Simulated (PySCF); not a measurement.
NMP (C₅H₉NO), SMILES N1(C)C(=O)CCC1.

Geometry: B3LYP-D3(BJ)/def2-SVP. Other conformers were not sampled.

Calculation: B3LYP-D3(BJ)/def2-SVP (PySCF).

Harmonic, unscaled wavenumbers; measured fundamentals usually lie a few per cent lower.

Computed vibrational spectrum:
```json
[
 {"mode": "1", "ν (cm⁻¹)": "154", "IR (km/mol)": "2.3", "moving atoms (share of kinetic energy)": "H 42 %, O 26 %, C 24 %"},
 {"mode": "2", "ν (cm⁻¹)": "158", "IR (km/mol)": "1.9", "moving atoms (share of kinetic energy)": "C 42 %, H 37 %, N 21 %"},
 {"mode": "3", "ν (cm⁻¹)": "166", "IR (km/mol)": "0.4", "moving atoms (share of kinetic energy)": "H 81 %, C 17 %"},
 {"mode": "4", "ν (cm⁻¹)": "218", "IR (km/mol)": "2.2", "moving atoms (share of kinetic energy)": "H 51 %, N 31 %, C 17 %"},
 {"mode": "5", "ν (cm⁻¹)": "311", "IR (km/mol)": "6.7", "moving atoms (share of kinetic energy)": "C 42 %, H 28 %, O 25 %"},
 {"mode": "6", "ν (cm⁻¹)": "478", "IR (km/mol)": "7.2", "moving atoms (share of kinetic energy)": "C 37 %, O 34 %, H 17 %, N 12 %"},
 {"mode": "7", "ν (cm⁻¹)": "558", "IR (km/mol)": "4.0", "moving atoms (share of kinetic energy)": "C 43 %, H 41 %, O 9 %"},
 {"mode": "8", "ν (cm⁻¹)": "621", "IR (km/mol)": "2.0", "moving atoms (share of kinetic energy)": "C 63 %, H 24 %"},
 {"mode": "9", "ν (cm⁻¹)": "667", "IR (km/mol)": "9.2", "moving atoms (share of kinetic energy)": "C 64 %, O 17 %, H 15 %"},
 {"mode": "10", "ν (cm⁻¹)": "753", "IR (km/mol)": "1.2", "moving atoms (share of kinetic energy)": "C 45 %, H 35 %, O 19 %"},
 {"mode": "11", "ν (cm⁻¹)": "862", "IR (km/mol)": "9.7", "moving atoms (share of kinetic energy)": "C 50 %, H 45 %"},
 {"mode": "12", "ν (cm⁻¹)": "904", "IR (km/mol)": "2.2", "moving atoms (share of kinetic energy)": "H 65 %, C 30 %"},
 {"mode": "13", "ν (cm⁻¹)": "936", "IR (km/mol)": "2.0", "moving atoms (share of kinetic energy)": "C 58 %, H 40 %"},
 {"mode": "14", "ν (cm⁻¹)": "1002", "IR (km/mol)": "7.3", "moving atoms (share of kinetic energy)": "H 51 %, C 39 %, N 8 %"},
 {"mode": "15", "ν (cm⁻¹)": "1038", "IR (km/mol)": "4.5", "moving atoms (share of kinetic energy)": "C 53 %, H 42 %"},
 {"mode": "16", "ν (cm⁻¹)": "1078", "IR (km/mol)": "2.7", "moving atoms (share of kinetic energy)": "H 58 %, C 41 %"},
 {"mode": "17", "ν (cm⁻¹)": "1127", "IR (km/mol)": "35.1", "moving atoms (share of kinetic energy)": "C 49 %, H 45 %"},
 {"mode": "18", "ν (cm⁻¹)": "1140", "IR (km/mol)": "3.0", "moving atoms (share of kinetic energy)": "H 76 %, C 21 %"},
 {"mode": "19", "ν (cm⁻¹)": "1183", "IR (km/mol)": "4.0", "moving atoms (share of kinetic energy)": "H 69 %, C 26 %"},
 {"mode": "20", "ν (cm⁻¹)": "1215", "IR (km/mol)": "7.4", "moving atoms (share of kinetic energy)": "H 64 %, C 34 %"},
 {"mode": "21", "ν (cm⁻¹)": "1235", "IR (km/mol)": "7.8", "moving atoms (share of kinetic energy)": "H 80 %, C 16 %"},
 {"mode": "22", "ν (cm⁻¹)": "1290", "IR (km/mol)": "6.4", "moving atoms (share of kinetic energy)": "H 62 %, C 25 %, N 13 %"},
 {"mode": "23", "ν (cm⁻¹)": "1312", "IR (km/mol)": "45.4", "moving atoms (share of kinetic energy)": "H 51 %, C 30 %, N 18 %"},
 {"mode": "24", "ν (cm⁻¹)": "1325", "IR (km/mol)": "38.8", "moving atoms (share of kinetic energy)": "C 37 %, H 36 %, N 25 %"},
 {"mode": "25", "ν (cm⁻¹)": "1343", "IR (km/mol)": "11.2", "moving atoms (share of kinetic energy)": "H 54 %, C 32 %, N 14 %"},
 {"mode": "26", "ν (cm⁻¹)": "1421", "IR (km/mol)": "22.1", "moving atoms (share of kinetic energy)": "H 78 %, C 18 %"},
 {"mode": "27", "ν (cm⁻¹)": "1440", "IR (km/mol)": "49.1", "moving atoms (share of kinetic energy)": "H 79 %, C 14 %"},
 {"mode": "28", "ν (cm⁻¹)": "1446", "IR (km/mol)": "52.4", "moving atoms (share of kinetic energy)": "H 64 %, C 19 %, N 16 %"},
 {"mode": "29", "ν (cm⁻¹)": "1468", "IR (km/mol)": "9.0", "moving atoms (share of kinetic energy)": "H 96 %"},
 {"mode": "30", "ν (cm⁻¹)": "1472", "IR (km/mol)": "9.7", "moving atoms (share of kinetic energy)": "H 91 %, C 9 %"},
 {"mode": "31", "ν (cm⁻¹)": "1492", "IR (km/mol)": "17.5", "moving atoms (share of kinetic energy)": "H 84 %, C 10 %"},
 {"mode": "32", "ν (cm⁻¹)": "1522", "IR (km/mol)": "31.7", "moving atoms (share of kinetic energy)": "H 76 %, N 14 %, C 9 %"},
 {"mode": "33", "ν (cm⁻¹)": "1833", "IR (km/mol)": "389.5", "moving atoms (share of kinetic energy)": "C 66 %, O 31 %"},
 {"mode": "34", "ν (cm⁻¹)": "2974", "IR (km/mol)": "62.2", "moving atoms (share of kinetic energy)": "H 94 %"},
 {"mode": "35", "ν (cm⁻¹)": "3001", "IR (km/mol)": "65.5", "moving atoms (share of kinetic energy)": "H 97 %"},
 {"mode": "36", "ν (cm⁻¹)": "3048", "IR (km/mol)": "21.1", "moving atoms (share of kinetic energy)": "H 94 %"},
 {"mode": "37", "ν (cm⁻¹)": "3051", "IR (km/mol)": "12.8", "moving atoms (share of kinetic energy)": "H 92 %"},
 {"mode": "38", "ν (cm⁻¹)": "3064", "IR (km/mol)": "61.7", "moving atoms (share of kinetic energy)": "H 93 %"},
 {"mode": "39", "ν (cm⁻¹)": "3065", "IR (km/mol)": "10.9", "moving atoms (share of kinetic energy)": "H 92 %, C 8 %"},
 {"mode": "40", "ν (cm⁻¹)": "3118", "IR (km/mol)": "16.5", "moving atoms (share of kinetic energy)": "H 91 %, C 9 %"},
 {"mode": "41", "ν (cm⁻¹)": "3128", "IR (km/mol)": "12.7", "moving atoms (share of kinetic energy)": "H 91 %, C 9 %"},
 {"mode": "42", "ν (cm⁻¹)": "3147", "IR (km/mol)": "0.6", "moving atoms (share of kinetic energy)": "H 91 %, C 9 %"}
]
```
